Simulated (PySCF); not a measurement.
**Mg₂F₄: calculation against measurement**

Isolated Mg₂F₄, optimised in PySCF with density fitting and no spin–orbit coupling; def2 sets carry scalar-relativistic core potentials from Rb on. It is a singlet of D2h symmetry: PBE/def2-TZVP Mg–F 1.766 Å (×2), Mg–F 1.919 Å (×4).

Problem. The tabulated gas-phase entropy at 298.15 K and 1 bar is 336.90 J/(mol K) (Chase, 1998, NIST Chemistry WebBook). What do rigid-rotor harmonic-oscillator sums give?

Solution. PBE/def2-TZVP 366.5 J/(mol K). Tables of this kind often rest on estimated structures and frequencies for high-temperature species, so a gap need not be the fault of the calculation.

Problem. ΔfH°(298 K) is -1718.37 kJ/mol (Chase, 1998, NIST Chemistry WebBook), and for the gaseous atoms Mg 147.1, F 79.3 kJ/mol (tabulated in the package mendeleev). Compare the atomisation enthalpy with the calculations.

Solution. From the tables it is 2 × 147.1 + 4 × 79.3 − (-1718.4) = 2330 kJ/mol. To a computed De one adds −ZPE (-25.0), the atoms' spin–orbit lowering from NIST levels (-6.4) and the thermal terms (14.9), all taken at PBE/def2-TZVP.
```
        level  De (kJ/mol)  ΔatH°(298 K)  computed − tabulated
PBE/def2-TZVP         2296          2280                   -50
```
